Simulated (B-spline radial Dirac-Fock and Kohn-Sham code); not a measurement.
**Subshell cross sections of Ga⁶⁺, photon energy 4000 eV**

System: gallium as Ga⁶⁺ in the configuration [Ar] 3d7.

These are calculated numbers from a B-spline atomic structure program; the model is Dirac-Hartree-Slater photoionisation with all multipoles and Dirac-Fock thresholds. The asymmetry parameter β is from the dipole term alone. Kinetic energies are from the vacuum level. Open shells are spread statistically over j, without multiplet splitting.

The last column is dσ/dΩ = σ/(4π) · [1 − (β/2) P₂(cos θ)] at θ = 0° from the beam of unpolarised light.

```tsv
subshell	electrons	binding (eV)	kinetic (eV)	σ (kb)	β	dσ/dΩ (kb/sr)
2s	2	1444.5	2555.5	14.2	2.00	≈ 0
2p1/2	2	1282.9	2717.1	9.62	1.32	0.259
2p3/2	4	1255.8	2744.2	18.0	1.34	0.472
3s	2	288.6	3711.4	2.32	2.00	≈ 0
3p1/2	2	233.8	3766.2	1.25	1.26	0.0369
3p3/2	4	229.9	3770.1	2.34	1.27	0.0675
3d3/2	2.8	142.5	3857.5	0.138	0.66	0.00732
3d5/2	4.2	141.9	3858.1	0.199	0.65	0.0107
```

Branching ratios of the spin-orbit partners (statistical value in brackets): 2p 1.87 (2.00), 3p 1.87 (2.00), 3d 1.45 (1.50).
